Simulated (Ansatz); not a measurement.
H4OSiTe, SMILES `O[SiH2][TeH]`. The species carries charge 0 and has multiplicity 1. Te takes the def2 core potential. Geometry: relaxed with PBE0-D4/def2-TZVP. It is one conformer, not always the lowest.

```xyz
7

O    -0.905   -0.755    1.197
Si   -0.090   -0.579   -0.219
Te   -0.141    1.753   -1.114
H    -0.772   -0.084    1.869
H     1.343   -0.945   -0.088
H    -0.783   -1.457   -1.185
H     1.349    2.067   -0.459
```

Question: What is the dipole moment at r2SCAN/def2-TZVPP? (Estimate.)

Answer: Ansatz gave: 1.15 D, with components (0.58, 0.48, 0.86) D in this frame, pointing from negative to positive charge.

Question: And with PBE, B3LYP, ωB97M-V? (Best estimate.)

Answer: The calculation gave: PBE 1.10 D, B3LYP 1.09 D, ωB97M-V 1.12 D.

Question: Give the Mulliken charges with r2SCAN, B3LYP, ωB97M-V in def2-TZVPP. (Estimate.)

Answer: The calculation gave: 
| atom | r2SCAN | B3LYP | ωB97M-V |
| --- | --- | --- | --- |
| O1 | -0.40 | -0.38 | -0.37 |
| Si2 | 0.45 | 0.41 | 0.33 |
| Te3 | -0.10 | -0.07 | -0.10 |
| H4 | 0.21 | 0.19 | 0.18 |
| H5 | -0.09 | -0.08 | -0.04 |
| H6 | -0.07 | -0.06 | -0.02 |
| H7 | 0.00 | -0.02 | 0.00 |

B3LYP here is the variant with VWN-RPA as its local correlation; programs differ in this.
